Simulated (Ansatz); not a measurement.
HBN (SMILES B=[N]), doublet, at a GFN2-xTB geometry; B3LYP/6-31G* run with Ansatz (a program for electronic structure).

The Ansatz input:
Ansatz 0.2 input:
```yaml
crystal:
  periodic: [false, false, false]
  atoms:
    - {symbol: B, position_ang: [-0.00000000, -0.00000000, -0.57858715]}
    - {symbol: N, position_ang: [0.00000000, 0.00000000, 0.65947657]}
    - {symbol: H, position_ang: [-0.00000000, -0.00000000, -1.72340024]}
basis:
  gaussian:
    orbitals: 6-31G*
hamiltonian:
  xc: b3lyp
magnetization: {spin_polarized: true, initial_magnetization: 1}
output: {forces: true}
```

What the program printed (banner, timings and long lists left out):

```
Functional definition: B3LYP
311 factors; integrals over basis functions are off by at most 4.6e-4 eV
mean field evaluation 1: about -2176.1755 eV, gradient 2.6e1 eV
mean field evaluation 2: about -2168.6762 eV, gradient 4.6e1 eV
mean field evaluation 4: about -2179.2915 eV, gradient 7.8e-1 eV
mean field evaluation 8: about -2179.2930 eV, gradient 4.0e-3 eV
mean field evaluation 16: about -2179.2930 eV, gradient 4.3e-5 eV
mean field -2179.29296829 eV, -80.0875394067 hartree, gradient 1.1e-5 eV, S^2 0.752091; 1 other end points of the search recorded, 0 dependent functions left out
the calculation of the forces begins
reference -2179.29311145 eV, -80.0875446680 hartree; 7, 6 occupied and 25, 26 virtual orbitals, 311 factors
Total energy: -2179.29311145 eV, -80.0875446680 hartree
Atom 0 at    -0.000000    -0.000000    -0.578587 Å, force     0.000000    -0.000000    -4.883198 eV/Å
Atom 1 at     0.000000     0.000000     0.659477 Å, force    -0.000000     0.000000     5.714645 eV/Å
Atom 2 at    -0.000000    -0.000000    -1.723400 Å, force     0.000000     0.000000    -0.831446 eV/Å
Dipole moment:    -0.000000     0.000000    -0.500658 e Å
```
